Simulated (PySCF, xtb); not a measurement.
(S)-bromo-chloro-fluoromethane (CHBrClF), SMILES F[C@@H](Cl)Br.

Harmonic wavenumbers (cm⁻¹) from GFN2-xTB (xtb) at its own minimum, in rising order: 195, 279, 383, 577, 665, 1058, 1128, 1213, 2921.

### Question
What does PySCF with PBE-D3(BJ)/def2-SVP give at its own minimum? (Estimate from the structure and the level; the computed values follow.)

### Answer
213, 299, 415, 629, 736, 1111, 1156, 1277, 3062. Paired by order, the mean absolute difference is 53 cm⁻¹ and the zero-point energies are 12.0 and 12.7 kcal/mol.
